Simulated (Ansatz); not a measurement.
## A basis-limit estimate, worked out

An elementary step of SiNH₄Cl₃, closed shell (SiHCl₃ ([Cl][SiH]([Cl])[Cl]) + NH₃ → SiNH₃Cl₂ ([NH2][SiH]([Cl])[Cl]) + HCl; bonds formed: Cl2–H6; dative contacts that become bonds: Si1–N7; bonds broken: Si1–Cl2, H6–N7). “Start” is the structure reached by relaxing down from the saddle towards the reactants; PBE0-D4/def2-TZVP structures. The saddle:

```
atom    x (Å)    y (Å)    z (Å)
 Si1  -0.8705   0.1682   0.0676
 Cl2   1.0616   1.5408  -1.5933
 Cl3  -1.6067  -0.6676  -1.6121
 Cl4  -1.8232  -0.7744   1.6411
  H5  -1.0487   1.5951   0.3066
  H6   1.3140   0.2651  -0.4436
  N7   0.8375  -0.4310   0.3128
  H8   0.9499  -1.4105   0.0644
  H9   1.1861  -0.2857   1.2564
```

Ansatz 0.2.0; basis: def2-TZVPP and def2-QZVPP; cores frozen in the correlated methods.

Energies in eV:

| quantity | saddle | start |
| --- | --- | --- |
| Hartree–Fock, triple zeta (X = 3) | -46923.57494 | -46924.34712 |
| Hartree–Fock, quadruple zeta (X = 4) | -46924.95014 | -46925.70723 |
| MP2 correlation, X = 3 | -25.34545 | -25.39684 |
| MP2 correlation, X = 4 | -27.73327 | -27.77245 |
| CCSD(T) correlation, X = 3 | -28.13369 | -28.18612 |

Work out the barrier at the basis limit: extrapolate Hartree–Fock as E(X) = E∞ + A exp(−7.88 √X) and the MP2 correlation as E(X) = E∞ + B X^−2.97 (the exponents that Neese and Valeev fitted for def2-TZVPP and QZVPP), then add CCSD(T) − MP2 in triple zeta.

Each step is linear, so take the differences first (saddle − start): Hartree–Fock 0.77218 (X = 3) and 0.75709 (X = 4); MP2 correlation 0.05139 and 0.03918; CCSD(T) correlation 0.05243.
Two points give E∞ = E(4) + w [E(4) − E(3)], with w = 1/(exp(7.88 (2 − √3)) − 1) = 0.1377 for Hartree–Fock and w = 1/((4/3)^2.97 − 1) = 0.7407 for the correlation.
Hartree–Fock: 0.75709 + 0.1377 × (-0.01509) = 0.7550 eV.
MP2 correlation: 0.03918 + 0.7407 × (-0.01221) = 0.0301 eV.
CCSD(T) − MP2: 0.05243 − 0.05139 = 0.0010 eV.
Sum: 0.7550 + 0.0301 + 0.0010 = 0.7861 eV, or 18.13 kcal/mol. Plain CCSD(T) in triple zeta gives 0.8246 eV, so the larger basis shifts the result by -0.0385 eV.

T1 diagnostic: at most 0.010.

The step is the kind of exchange with an N–H group that builds nitride films in atomic layer and chemical vapour deposition.

Labels in which every atom is bracketed show which atoms are joined, not bond orders.

For scale, one of the runs: CCSD(T)/def2-TZVPP, 255 basis functions, launched by `ansatz run in.yaml --threads 8 --pin off --events-out ev --progress --plain --max-ram 19148MiB`. Time: 95 s of wall clock on 8 CPU threads of an Arm Neoverse V2; the host was shared. Peak host memory: 5.2 GiB.
